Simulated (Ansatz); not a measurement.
Computed with Ansatz on PBE0-D4/def2-TZVP structures; ΔE is electronic, products minus reactants. CCSD(T)/CBS adds triple-zeta CCSD(T) − MP2 to the extrapolated MP2 energy (def2 sets, frozen cores). Functionals use def2-TZVPP. B3LYP here is the variant with VWN-RPA as its local correlation; programs differ in this. For Ge outer-core shells are correlated without core-valence functions, which leaves a few kJ/mol of doubt a bond. Scalar relativity is left out up to krypton. One conformer a species, not always the lowest.

`B[N]([GeH3])C=C` + `[CH3][Al]([OH])[F]` → `[CH3][Al]([F])[O][GeH3]` + `BNC=C`  (ligand exchange at a Ge–N bond)

```json
{"level": "B3LYP-D4", "ΔE (kJ/mol)": "-42.1"}
{"level": "ωB97X-V", "ΔE (kJ/mol)": "-41.6"}
{"level": "MP2/def2-TZVPP", "ΔE (kJ/mol)": "-31.3"}
{"level": "SCS-MP2/def2-TZVPP", "ΔE (kJ/mol)": "-38.3"}
{"level": "CCSD(T)/def2-TZVPP", "ΔE (kJ/mol)": "-35.1"}
{"level": "MP2/def2-QZVPP", "ΔE (kJ/mol)": "-30.3"}
{"level": "HF/CBS(def2)", "ΔE (kJ/mol)": "-65.0"}
{"level": "CCSD/CBS(def2)", "ΔE (kJ/mol)": "-36.2"}
```

Task: What does CCSD(T)/CBS give? (An estimate is asked.)

Result: Ansatz gave: -32.5 kJ/mol. The listed levels differ from it by -9.6, -9.1, 1.2, -5.8, -2.6, 2.2, -32.5, -3.7 kJ/mol.

Largest T1 diagnostic among the species: 0.013.

In def2-TZVPP, CCSD(T) changes the Hartree–Fock value by +28.4 kJ/mol (the triples alone add +3.7 kJ/mol) and MP2 by +32.2 kJ/mol. The D4 term adds +8.7 kJ/mol with B3LYP and +4.5 kJ/mol with PBE0; it sums over pairs of atoms, weighted by their polarisabilities, and B3LYP, whose exchange is more repulsive, gets the larger term.
